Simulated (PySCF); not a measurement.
**Two-component Hartree-Fock for O²⁺ (oxygen, charge +2)**

Start: [He] 2s1 2p3; 2s1/2 filled at m_j = +1/2; 2p3/2 filled at m_j = -1/2, +1/2, +3/2. Calculated with PySCF 2.14 in x2c-TZVPall-2c (5s3p2d1f, 31 functions): generalised Hartree-Fock with the X2C-1e Hamiltonian and a Gaussian nucleus; one run each with spin-orbit coupling (SO) switched off, then screened by Boettger's factors. This is a chosen level, not necessarily the ground level.

| spinor shell | electrons | ε, spin-free (eV) | ε, screened SO (eV) | weight of nominal j (screened SO) | rms radius, screened SO (bohr) |
| --- | --- | --- | --- | --- | --- |
| 1s1/2 | 2 | -603.27 | -603.27 | 1.000 | 0.230 |
| 2s1/2 | 1 | -77.020 | -77.020 | 1.000 | 1.10 |
| 2p3/2 | 3 | -56.915 | -56.915 | 0.666 | 1.10 |

```tsv
quantity	spin-free	screened SO
E (hartree)	-72.95137	-72.95138
M_J	2	2
⟨J²⟩	6.000	6.000
⟨L²⟩	0.000	0.000
⟨S²⟩	6.000	6.000
```

Each row is a mean over spinors that exchange with the open shell spreads, by up to 6.765 eV (1s1/2).

Rows whose weight is well below 1 are mixtures of j = l ± 1/2: exchange outweighs spin-orbit coupling there, and the label is only the starting occupation.

Without spin-orbit coupling the j labels of p, d and f shells carry no meaning; the spin-free column gives the mean over the occupied spinors of each nl shell.
